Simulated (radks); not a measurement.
Values are calculated unless marked as measured or tabulated.
Species: Ce+. Configuration: [Xe] 4f1 5d2 (the NIST ground configuration). Code: a radial shooting solver on a logarithmic mesh with Libxc functionals. Model: Dirac Kohn-Sham, PBE, spin-unpolarised, spherical densities, finite nucleus; open shells fill j = l - 1/2 first; Fermi nuclear charge, rms radius 4.8771 fm. Some entries of the table are withheld. Estimate them.

orbital  occ.  eigenvalue (eV)  r(max) (bohr)
1s1/2       2        -40234.96        0.01574
2s1/2       2        -6442.614        0.08922
2p1/2       2        -6083.184        0.06798
2p3/2       4        -5636.592        0.07324
3s1/2       2        -1390.170         0.2548
3p1/2       2        -1237.912         0.2416
3p3/2       4        -1150.150         0.2530
3d3/2       4        -883.8815         0.2034
3d5/2       6        -865.0368         0.2066
4s1/2       2        -284.2174         0.5935
4p1/2       2        -227.6576         0.6028
4p3/2       4        -208.8104         0.6271
4d3/2       4        -115.9408            (1)
4d5/2       6        -112.6381            (2)
5s1/2       2         -44.2674          1.375
5p1/2       2              (3)          1.505
5p3/2       4              (4)          1.573
4f5/2       1          -9.2555         0.7061
4f7/2       0          -8.9266         0.7108
6s1/2       0          -7.5724          3.620
5d3/2       2          -7.2625          2.162
5d5/2       0          -7.0574          2.201
6p1/2       0              (5)          4.464
6p3/2       0              (6)          4.671

Answer. 
(1) 4d3/2 r(max) (bohr): 0.6480
(2) 4d5/2 r(max) (bohr): 0.6559
(3) 5p1/2 eigenvalue (eV): -28.9737
(4) 5p3/2 eigenvalue (eV): -26.2776
(5) 6p1/2 eigenvalue (eV): -4.9558
(6) 6p3/2 eigenvalue (eV): -4.7045
